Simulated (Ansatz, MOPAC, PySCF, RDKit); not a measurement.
Pair of molecules: C2H6 (SMILES CC) (first 8 atoms) with CH4S (SMILES CS); geometry from B3LYP-D3(BJ)/def2-TZVP.
(charge 0, multiplicity 1):
```xyz
14

C     -0.52662     0.55892     0.23314
C      0.54677    -0.52324     0.16284
H     -1.27739     0.42072    -0.54717
H     -0.09607     1.55381     0.10067
H     -1.04303     0.54068     1.19448
H      0.11665    -1.51697     0.30424
H      1.30963    -0.38017     0.93140
H      1.05494    -0.52026    -0.80340
C      0.84050     0.87349     3.80127
S     -0.31620    -0.51587     4.02733
H      0.71253     1.33833     2.82620
H      0.59503     1.60107     4.57295
H      1.87169     0.55429     3.93598
H      0.15070    -1.28211     3.02898
```

Interaction energies are E(AB) − E(A) − E(B) at the monomers' geometry in the complex; basis-set methods are counterpoise corrected. RDKit's UFF carries no charges.

The state that PM7 reach isn't checked; PM7 holds dispersion and hydrogen-bond terms.

Programs: Ansatz (an electronic-structure program) with Gaussian orbitals; MOPAC for PM7 (differences of heats of formation); PySCF for the dispersion terms; RDKit for the force fields. 

Task: One of these levels gives -1.04 kcal/mol for the interaction energy. Which?
A) PM7
B) PBE0-D3(BJ)/def2-TZVPPD
C) UFF

Result: A, PM7. The others give -1.61 (UFF), -1.93 (PBE0-D3(BJ)/def2-TZVPPD)
